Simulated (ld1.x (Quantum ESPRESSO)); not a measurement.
## What one change does to a pseudopotential (rhodium, PAW)

ld1.x (Quantum ESPRESSO) 7.5 input, shortened:

```
&input
   title='Rh', zed=45., rel=1, dft='WC', iswitch=3,
   config='[Kr] 4d8 5s1 5p0'
 /
 &inputp
   pseudotype=3, lpaw=.true., tm=.true., lloc=-1, rcloc=2.70,
   nlcc=.true., new_core_ps=.true., rcore=2.05,
   which_augfun='BESSEL', rmatch_augfun=2.10
 /
6
5S  1  0   1.00   0.00  2.00  2.45  0.0
5S  1  0   0.00   0.70  2.00  2.45  0.0
5P  2  1   0.00   0.00  2.75  3.15  0.0
5P  2  1   0.00   1.95  2.75  3.15  0.0
4D  3  2   8.00   0.00  1.85  2.40  0.0
4D  3  2   0.00   0.20  1.85  2.40  0.0
 &test
   configts(1)='4d8 5s1 5p0'
 /
```

Change: all radii but the core radius scaled by about 1.24 (s 3.04, p 3.90, d 2.98 bohr, rcut 2.48/3.42/2.30); local potential all-electron potential smoothed inside 3.34 bohr (lloc = -1); augmentation BESSEL, radius 2.60 bohr.

Cutoffs: the cutoffs (Ry, on a coarse ladder) from which the occupation-weighted sum of valence levels, in a spherical-Bessel basis at the reference potential, stays within 10 and 1 mRy of its value at 400 Ry; they do not see the model core or the augmentation charge, which bear on the density cutoff. Errors are all-electron minus pseudo energies relative to the spin-unpolarised reference configuration.

Question: How do hardness, ghosts and transferability respond?

Answer: The potential gets softer (18 Ry and 30 Ry → 10 Ry and 18 Ry); the number of tests that count goes from 7 to 2 (the test run of the changed file stopped, so its transferability is not established); neither file shows a bound ghost at the reference potential, the only one tested. A larger radius leaves more room for a smooth pseudo-wave, so fewer plane waves are needed.

| quantity | base | changed |
| --- | --- | --- |
| cutoff, loose | 18 Ry | 10 Ry |
| cutoff, tight | 30 Ry | 18 Ry |
| loose cutoff by channel (10 mRy a level) | s 6 Ry, d 15 Ry | s 6 Ry, d 8 Ry |
| bound ghosts | none | none |
| tests counted (converged, no solver errors) | 7 of 7 | 2 of 7 (the test run stopped) |
| error for 4d8 5s0 5p0, meV [ΔE 7.45 eV] | -4.9 | -7.9 |
| error for 4d7 5s2 5p0, meV [ΔE 2.45 eV] | -44 | -47 |
| lowest overlap eigenvalue by channel | s 0.44, p 0.60, d 0.54 | s 0.39, p 0.65, d 0.10 |

Changed file: Tests not counted: 4d7 5s0 5p0 (solver errors, printed error -409 eV); 4d6 5s0 5p0 (solver errors, printed error -320 eV).
